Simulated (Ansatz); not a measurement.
# A geometry optimisation of F2GeHSi+ with PBE0-D3(BJ)/def2-SVP

The starting geometry of this gas-phase singlet was optimised with GFN2-xTB.

```xyz
5

F     0.4700   -2.5011    1.5753
F    -0.0083    0.2454   -0.5026
Ge   -0.1117    0.5517    1.2219
Si   -0.9785   -1.9160    1.3195
H     0.4907    2.0592    1.1697
```

Question: Predict what it relaxes into with PBE0-D3(BJ)/def2-SVP.

Answer: It rearranges, giving a structure with F2 bridging Ge3 and Si4, given below by its coordinates. Distances that change by over a tenth: F2–Ge3 (1.75 → 2.03 Å). Contacts that open: Ge3–Si4 (2.62 → 3.74 Å). Contacts that close: F2–Si4 (2.99 → 1.80 Å).

The energy falls by 1.10 eV over 34 steps:

```json
{"step": "1", "E − E(last) (eV)": "1.101"}
{"step": "5", "E − E(last) (eV)": "0.974"}
{"step": "8", "E − E(last) (eV)": "0.770"}
{"step": "12", "E − E(last) (eV)": "0.146"}
{"step": "16", "E − E(last) (eV)": "0.011"}
{"step": "19", "E − E(last) (eV)": "0.004"}
{"step": "23", "E − E(last) (eV)": "0.002"}
{"step": "27", "E − E(last) (eV)": "0.000"}
{"step": "30", "E − E(last) (eV)": "0.000"}
{"step": "34", "E − E(last) (eV)": "0.000"}
```

Final geometry (Å):

```xyz
5

F     0.6495   -2.2007    1.2484
F    -0.8334   -0.2892    0.8112
Ge   -0.2756    1.4463    1.7108
Si   -0.6363   -2.0029    0.3078
H     0.9579    1.4856    0.7055
```

Frequencies at the end are all real (lowest 25 cm⁻¹). Run with Ansatz 0.2.0, 50 s on 1 thread of Intel(R) Xeon(R) 6975P-C (Granite Rapids), on a shared host.
